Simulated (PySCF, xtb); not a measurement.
Ga(Cl)(OMe)(NH2) (CH₅ClGaNO), SMILES [NH2][Ga]([O]C)[Cl]. The values are those of a single conformer.

Harmonic wavenumbers (cm⁻¹) from GFN2-xTB (xtb 6.7.1) at its own minimum, in rising order: 66, 81, 105, 112, 154, 206, 226, 361, 421, 441, 575, 636, 1057, 1127, 1128, 1405, 1432, 1472, 1473, 2926, 2944, 2953, 3363, 3402.

**Question.** What does r2SCAN-D4/def2-SVP (PySCF) give at its own minimum? (The exact figures need the calculation; the answer reports its results.)

**Answer.** 35, 76, 95, 139, 149, 212, 252, 351, 430, 634, 729, 740, 1118, 1170, 1193, 1466, 1473, 1476, 1509, 2963, 3036, 3088, 3592, 3706. Paired by order, the mean absolute difference is 70 cm⁻¹ and the zero-point energies are 40.1 and 42.4 kcal/mol.
